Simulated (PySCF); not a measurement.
Input of a run on 4-chlorobenzaldehyde (`O=Cc1ccc(Cl)cc1`): the job's settings, then the atoms in Å.
```
{"job": {"kind": "uv", "xc": "CAM-B3LYP", "basis": "def2-SVPD", "solvent": "acetone", "nstates": 6, "ntriplets": 0}, "charge": 0, "multiplicity": 1}
O      2.906467     0.226063    -0.292955
C      2.061665    -0.583637    -0.004926
C      0.612752    -0.295622     0.051664
C      0.146422     0.997157    -0.220035
C     -1.211040     1.277609    -0.176907
C     -2.107297     0.251344     0.139425
Cl    -3.799428     0.593150     0.190153
C     -1.661264    -1.042248     0.414010
C     -0.297132    -1.308166     0.369402
H      2.334578    -1.641942     0.242771
H      0.877722     1.770917    -0.464981
H     -1.590371     2.279272    -0.384845
H     -2.383533    -1.822666     0.657180
H      0.068317    -2.317283     0.581497
```

Method: TDDFT CAM-B3LYP/def2-SVPD, vertical, IEF-PCM acetone (non-equilibrium linear response), core orbitals frozen in the response (PySCF, density fitting); geometry PBE0-D3(BJ)/def2-SVP, gas phase, not relaxed in the solvent; ε = 20.49, cavity from Bondi-type radii × 1.2. The static polarisability takes the continuum's full static response.

Question: Give the output.

Answer: 
```
coarse grid: 13416 points
cycle   1  E = -804.3858136218  dE =  1.794e+00  |g| = 7.846e-01  |ddm| = 1.217e+01
cycle   2  E = -804.2151546386  dE =  1.707e-01  |g| = 1.272e+00  |ddm| = 5.069e+00
cycle   3  E = -804.5210266958  dE = -3.059e-01  |g| = 6.948e-02  |ddm| = 2.940e+00
cycle   4  E = -804.5216827360  dE = -6.560e-04  |g| = 5.517e-02  |ddm| = 4.576e-01
cycle   5  E = -804.5224187121  dE = -7.360e-04  |g| = 1.135e-02  |ddm| = 1.989e-01
cycle   6  E = -804.5224559029  dE = -3.719e-05  |g| = 3.599e-03  |ddm| = 5.764e-02
cycle   7  E = -804.5224610946  dE = -5.192e-06  |g| = 1.396e-03  |ddm| = 1.547e-02
final grid: 128272 points
cycle   8  E = -804.6443655216  dE = -2.934e-05  |g| = 4.138e-03  |ddm| = 1.569e-01
cycle   9  E = -804.6443645196  dE =  1.002e-06  |g| = 5.022e-03  |ddm| = 2.406e-02
cycle  10  E = -804.6443699171  dE = -5.398e-06  |g| = 7.105e-04  |ddm| = 1.222e-02
cycle  11  E = -804.6443700214  dE = -1.043e-07  |g| = 2.267e-04  |ddm| = 1.766e-03
cycle  12  E = -804.6443700360  dE = -1.457e-08  |g| = 8.243e-05  |ddm| = 7.905e-04
cycle  13  E = -804.6443700383  dE = -2.285e-09  |g| = 2.507e-05  |ddm| = 3.679e-04
cycle  14  E = -804.6443700387  dE = -4.347e-10  |g| = 1.199e-05  |ddm| = 1.356e-04
converged SCF energy = -804.6443700387

Static polarisability (au): isotropic 139.119, principal 76.435 139.140 201.783

Singlet excitations
state   eV       nm        f      main configurations
  1   4.0170    308.6   0.00024   H-2->L 0.88, H-2->L+4 0.10
  2   4.9270    251.6   0.03351   H-1->L 0.73, H->L+1 0.24
  3   5.0062    247.7   0.48587   H->L 0.93
  4   6.1924    200.2   0.27747   H->L+1 0.72, H-1->L 0.24
  5   6.6356    186.8   0.54575   H-1->L+1 0.90
  6   6.7022    185.0   0.00008   H-3->L 0.73, H-5->L 0.18
```

The cycles run first on a coarse grid and then on the final one, and are numbered through; the first dE on the final grid is taken against the last density's energy on that grid. Energies include the polarisation term of the continuum.

Question: The same input without solvent ends at -804.635104 Eh. What does the continuum change?

Answer: The energy falls by 0.009266 Eh, 24.33 kJ/mol; the polarisation term alone is -29.20 kJ/mol. HOMO -8.82 → -8.67 eV, LUMO -1.14 → -1.02 eV, dipole 2.27 → 3.08 D. The SCF took 14 cycles in the solvent and 14 in the gas phase.

The run took about 1.9 min of CPU time (one thread, shared machine). This is the whole response run at CAM-B3LYP/def2-SVPD in acetone, SCF included.

The values belong to the conformer `[O:1]=[CH:2][c:3]1[cH:4][cH:5][c:6]([Cl:7])[cH:8][cH:9]1`: O1–C2–C3–C4 -1°.
